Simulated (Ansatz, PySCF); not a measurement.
WO2Cl2, SMILES [Cl][W](=[O])([Cl])=[O], multiplicity 1.

The structure is a stationary point at PBE-D3(BJ)/def2-SVP. The multiplicity is an assumed one; no other spin state was optimised. The isomer is the one that the SMILES or the coordinates give; other isomers of the formula were not compared. The def2 effective core potentials stand for the cores of W; spin–orbit coupling is left out.

Vertical ionisation energy (IE) and electron affinity (EA) in eV. Rows of orbital energies are one-electron estimates. Where ΔSCF, EOM or ADC give a negative EA the extra electron is unbound and the value depends on the basis.

```tsv
level	IE	EA
−ε(HOMO), −ε(LUMO), M06-2X/def2-TZVP (PySCF)	11.34	2.64
−ε(HOMO), −ε(LUMO), PBE/def2-TZVP (PySCF)	8.09	4.11
ΔSCF, PBE0/def2-SVPD (Ansatz), final states of multiplicity 2 and 2	11.71	1.77
ΔSCF, PBE/def2-SVPD (Ansatz), final states of multiplicity 2 and 2	[?]	[?]
```

Question: What belongs in the gaps? (The exact figures need the calculation; the answer reports its results.)

Answer: 
- ΔSCF, PBE/def2-SVPD (Ansatz, an electronic-structure program), final states of multiplicity 2 and 2, IE: 11.38
- ΔSCF, PBE/def2-SVPD (Ansatz), final states of multiplicity 2 and 2, EA: 1.37

Question: What vertical singlet–triplet gap does ΔSCF give with PBE0/def2-SVPD (Ansatz) and with PBE/def2-SVPD (Ansatz)? (Estimate from the structure and the level; the computed values follow.)

Answer: 3.92 and 4.10 eV (triplet above singlet where positive).
